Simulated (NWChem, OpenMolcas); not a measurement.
From OpenMolcas to NWChem

OpenMolcas 26.06 runs this on SiH3I (SMILES [SiH3]I):

mol.xyz:
```
5

Si    -0.165600     0.069300    -0.077300
I      1.907700    -0.923300     0.737800
H     -1.144400     0.089000     1.033900
H     -0.671300    -0.755700    -1.198400
H      0.123500     1.447000    -0.537300
```

calc.inp:
```
* H3ISi Hartree-Fock
&GATEWAY
BasLib=$CurrDir
Coord=mol.xyz
Basis=def2-TZVP
Group=NoSym
&SEWARD
&SCF
Thresholds=1e-10 1e-07 1e-07 1e-05
PrOrbitals=1 1
&ALASKA
```

```bash
$ export MOLCAS_MEM=1860
$ pymolcas calc.inp > calc.log
```

(Basis files named in the input come from the Basis Set Exchange and aren't shown.)

Geometry: relaxed at PBE0-D4/def2-TZVP.

It gives a total energy of -587.385275 Eh.

Task: Translate the job to NWChem 7.3.0 as an input file of the program's own.

Result: One way, which was run:

h3isi.nw:
```
start h3isi
memory total 2200 mb

geometry units bohr noautosym nocenter noautoz
   Si -0.31293865  0.13095802 -0.14607583
   I   3.60503053 -1.74478413  1.39423993
   H  -2.16260258  0.16818563  1.95378784
   H  -1.26857315 -1.42806603 -2.26464779
   H   0.23338118  2.73443370 -1.01534985
end

basis "ao basis" spherical bse
   * library def2-TZVP
end

ecp bse
   I library def2-TZVP
end

scf
   thresh 1e-08
   maxiter 80
end

task scf gradient
```

```bash
$ nwchem h3isi.nw > h3isi.out
```

Its energy is -587.385275 Eh, the same as the first but for the last digit, at most.
